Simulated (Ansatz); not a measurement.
System: C$_{2}$H$_{10}$O$_{2}$Si$_{2}$ (charge 0, singlet). 
Geometry from a B3LYP-D3(BJ)/def2-TZVP (Ansatz, an electronic-structure program) optimisation:
```xyz
16

C     -0.8720     1.8916    -1.1286
Si    -0.6303     0.2479    -0.2599
C     -2.1352    -0.1194     0.7973
O     -0.3819    -0.9843    -1.3704
Si     1.4099     0.0620     0.9036
O      2.0191    -1.4350     0.5191
H     -0.0306     2.1188    -1.7854
H     -1.7854     1.8942    -1.7301
H     -0.9564     2.7022    -0.4000
H     -2.0387    -1.0820     1.3026
H     -3.0485    -0.1406     0.1958
H     -2.2634     0.6494     1.5635
H     -1.0798    -1.1994    -1.9947
H      2.3640     1.1361     0.5145
H      1.2591     0.1357     2.3785
H      1.6121    -1.8322    -0.2589
```
Charge 0, spin multiplicity 1.

Basis-set convergence of Hartree-Fock and CCSD(T) correlation energies (hartree) with Ansatz. Valence correlation only, unless marked. Spin-orbit coupling is left out. Non-relativistic.

```
basis            functions       E(HF)  E(corr, CCSD(T))
---------------  ---------  ----------  ----------------
aug-cc-pV(D+d)Z        246  -809.30453          -1.01702
aug-cc-pV(T+d)Z        524  (withheld)        (withheld)
```

Complete the blanks.


- aug-cc-pV(T+d)Z, E(HF): -809.39616
- aug-cc-pV(T+d)Z, E(corr, CCSD(T)): -1.21073
